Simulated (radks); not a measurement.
Results of a calculation; reference values are marked as such.
The thallium ion Tl20+, 61 electrons, occupied as [Kr] 4d10 4f13 5s2. Level of theory: non-relativistic Kohn-Sham, PBE, spin-polarised, spherical densities, point nucleus; open shells are filled with parallel spins first (spin-orbit coupling, left out, can overturn this in heavy ions); relativity is left out, which matters for an element this heavy (a radial shooting solver on a logarithmic mesh with Libxc functionals).

Normalised radial functions P(r) = r R(r), r in bohr:

r,5s down
0.0008095,0.0470
0.0009274,0.0533
0.001054,0.0599
0.001208,0.0678
0.001373,0.0760
0.001572,0.0856
0.001787,0.0955
0.002048,0.1071
0.002346,0.1196
0.002666,0.1322
0.003055,0.1464
0.003472,0.1604
0.003977,0.1757
0.004521,0.1901
0.005179,0.2049
0.005886,0.2179
0.006744,0.2297
0.007726,0.2385
0.008781,0.2428
0.01006,0.2418
0.01143,0.2340
0.0131,0.2168
0.01489,0.1907
0.01706,0.1510
0.01939,0.1016
0.02221,0.0364
0.02545,-0.0405
0.02892,-0.1205
0.03314,-0.2080
0.03766,-0.2855
0.04315,-0.3522
0.04904,-0.3891
0.05618,-0.3883
0.06386,-0.3407
0.07316,-0.2350
0.08382,-0.0768
0.09526,0.1055
0.1091,0.3059
0.124,0.4644
0.1421,0.5565
0.1615,0.5362
0.1851,0.3825
0.2103,0.1252
0.241,-0.2179
0.2761,-0.5487
0.3138,-0.7594
0.3595,-0.7963
0.4086,-0.6202
0.4681,-0.2317
0.532,0.2490
0.6095,0.7637
0.6927,1.1396
0.7936,1.3363
0.9093,1.2991
1.033,1.0918
1.184,0.7803
1.346,0.4910
1.542,0.2534
1.752,0.1140
2.007,0.0397
2.282,0.0118
2.614,0.0025

5s down: eigenvalue -508.70 eV, 4 radial nodes at r = 0.0237, 0.0886, 0.221, 0.499 bohr, <r> = 0.850 bohr, 90 % of the charge inside 1.18 bohr.
